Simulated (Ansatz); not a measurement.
`C[O][ZnH]`. The species carries charge 0 and has multiplicity 1. All single points use the PBE0-D4/def2-TZVP geometry.

```xyz
7

C    -0.812   -0.157    0.646
O     0.049    0.721   -0.014
Zn    1.400    0.391   -1.109
H    -1.522    0.422    1.248
H    -0.285   -0.837    1.329
H    -1.401   -0.775   -0.047
H     2.572    0.235   -2.053
```

(1) What is the dipole moment at PBE/def2-TZVPP? (Estimate.)

(2) And with r2SCAN, B3LYP, ωB97M-V? (Estimate.)

(3) Give the Mulliken charges with PBE, B3LYP, ωB97M-V in def2-TZVPP. (Best estimate.)

Results:

(1) The calculation gave: 0.99 D, with components (0.30, -0.91, -0.27) D in this frame, pointing from negative to positive charge.

(2) Ansatz gave: r2SCAN 1.04 D, B3LYP 1.10 D, ωB97M-V 1.13 D.

(3) Ansatz gave: 
```
atom    PBE  B3LYP  ωB97M-V
  C1  -0.09  -0.07    -0.13
  O2  -0.39  -0.48    -0.49
 Zn3   0.29   0.39     0.39
  H4   0.09   0.09     0.10
  H5   0.08   0.08     0.09
  H6   0.08   0.08     0.10
  H7  -0.05  -0.09    -0.06
```

B3LYP here is the variant with VWN-RPA as its local correlation; programs differ in this.
